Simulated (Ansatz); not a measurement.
One geometry of CH₆SSiSn (`[CH2]1[SiH2][S][SnH2]1`), several functionals.

```yaml
crystal:
  periodic: [false, false, false]
  atoms:
    - {symbol: C, position_ang: [-0.882923, 0.392128, -0.297189]}
    - {symbol: Si, position_ang: [-0.299170, -1.399024, -0.284349]}
    - {symbol: S, position_ang: [1.685280, -1.183571, 0.512008]}
    - {symbol: Sn, position_ang: [0.969960, 1.136402, 0.508069]}
    - {symbol: H, position_ang: [-1.094487, 0.788052, -1.290749]}
    - {symbol: H, position_ang: [-1.731376, 0.592005, 0.357697]}
    - {symbol: H, position_ang: [-1.138490, -2.266315, 0.585218]}
    - {symbol: H, position_ang: [-0.272466, -1.999313, -1.645139]}
    - {symbol: H, position_ang: [0.918222, 1.790655, 2.083370]}
    - {symbol: H, position_ang: [1.928551, 2.097783, -0.525938]}
basis:
  gaussian: {orbitals: def2-TZVPP}
hamiltonian: {xc: pbe0, dispersion: d4}
output: {orbitals: {seedname: orbitals}}
```

```sh
$ ansatz run in.yaml --threads 4 --pin off --events-out ev --progress --plain --max-ram 10444MiB
```

It prints (some lines left out):

```
Functional definition: PBE0
1601 factors; their error is unknown
mean field evaluation 1: about -25666.2283 eV, gradient 5.4e1 eV
mean field evaluation 2: about -25658.5234 eV, gradient 7.1e1 eV
mean field evaluation 4: about -25672.9898 eV, gradient 4.2e0 eV
mean field evaluation 8: about -25673.0314 eV, gradient 7.7e-2 eV
mean field evaluation 16: about -25673.1245 eV, gradient 4.8e-5 eV
mean field -25673.12452533 eV, -943.4699244372 hartree, gradient 4.8e-5 eV, S^2 0.000000; 0 other end points of the search recorded, 0 dependent functions left out
reference -25673.12456237 eV, -943.4699257981 hartree; 32, 32 occupied and 217, 217 virtual orbitals, 1601 factors
Total energy: -25673.38025116 eV, -943.4793221878 hartree
```

Hardware: 4 threads of an Arm Neoverse V1 on a shared host. Wall time 4.2 s, peak host memory 0.73 GiB.

Changing it to `hamiltonian: {xc: {name: B3LYP}, dispersion: d4}` and forces (abridged; 7 s):

```
Functional definition: B3LYP
mean field evaluation 16: about -25684.4591 eV, gradient 3.5e-4 eV
mean field -25684.45905937 eV, -943.8864608802 hartree, gradient 2.9e-5 eV, S^2 0.000000
Total energy: -25684.95128584 eV, -943.9045498693 hartree
Atom 0 force    -0.255624    -0.014879    -0.100555 eV/Å
Atom 1 force    -0.209160    -0.276679    -0.114208 eV/Å
Atom 2 force     0.199828    -0.217975     0.051828 eV/Å
Atom 3 force     0.135928     0.351492     0.094150 eV/Å
Atom 4 force     0.000218    -0.016086     0.075317 eV/Å
Atom 5 force     0.051416    -0.000289    -0.057346 eV/Å
Atom 6 force     0.046800     0.054622    -0.060239 eV/Å
Atom 7 force    -0.009825     0.037049     0.085632 eV/Å
Atom 8 force     0.000584     0.035397     0.063346 eV/Å
Atom 9 force     0.039834     0.047349    -0.037925 eV/Å
Dipole moment:    -0.307496     0.438332    -0.067295 e Å
```

The same input with `hamiltonian: {xc: {name: wB97X-V}}` (abridged; 11 s):

```
Functional definition: wB97X-V
mean field evaluation 16: about -25677.8122 eV, gradient 1.1e-4 eV
mean field -25677.81220322 eV, -943.6421934221 hartree, gradient 3.2e-5 eV, S^2 0.000000
Total energy: -25677.81220073 eV, -943.6421933308 hartree
```

Changing it to `hamiltonian: {xc: r2scan, dispersion: d4}` and forces (abridged; 6.5 s):

```
Functional definition: r2SCAN
mean field evaluation 16: about -25681.5018 eV, gradient 3.8e-4 eV
mean field -25681.50175889 eV, -943.7777820921 hartree, gradient 2.7e-5 eV, S^2 0.000000
Total energy: -25681.56942522 eV, -943.7802687838 hartree
Atom 0 force    -0.096884    -0.031477    -0.041271 eV/Å
Atom 1 force    -0.030122    -0.027678    -0.015103 eV/Å
Atom 2 force     0.093344    -0.091089     0.025460 eV/Å
Atom 3 force     0.028259     0.106637     0.023509 eV/Å
Atom 4 force    -0.009384     0.009791     0.018017 eV/Å
Atom 5 force     0.004219     0.013987    -0.017160 eV/Å
Atom 6 force     0.005869     0.008893    -0.017684 eV/Å
Atom 7 force    -0.008171     0.004465     0.018457 eV/Å
Atom 8 force     0.001868     0.001830     0.014641 eV/Å
Atom 9 force     0.011004     0.004639    -0.008865 eV/Å
Dipole moment:    -0.309506     0.453183    -0.066313 e Å
```

B3LYP takes the VWN-RPA correlation (the form of Gaussian; ORCA's B3LYP/G).
